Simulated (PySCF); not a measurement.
# Ionisation energy of As⁺ by level of theory

As⁺ [Ar] 3d10 4s2 4p2 (3P) → As²⁺ [Ar] 3d10 4s2 4p1 (2P), as a difference of total energies. Calculation: PySCF 2.14, in def2-QZVPPD (12s7p5d4f1g, 95 functions); no relativity, point nucleus. Correlated levels: valence: [Ar] 3d10 frozen. The calculations carry no spin-orbit coupling.

| method | ionisation energy (eV) |
| --- | --- |
| UHF | 17.980 |
| MP2 (valence) | 18.388 |
| SCS-MP2 (valence) | 18.313 |
| CCSD (valence) | 18.407 |
| CCSD(T) (valence) | 18.437 |

How much does correlation contribute at CCSD(T) (valence)?

18.437 − (17.980) = 0.457 eV, measured against UHF.

A first-order spin-orbit estimate (lowest level to lowest level, LS coupling) adds -0.031 eV.

These non-relativistic numbers lack the scalar-relativistic shift.

Errors of the correlated levels include the incompleteness of this basis and the frozen core.

For comparison: 18.589 eV (measured; NIST Atomic Spectra Database, ionization energies).
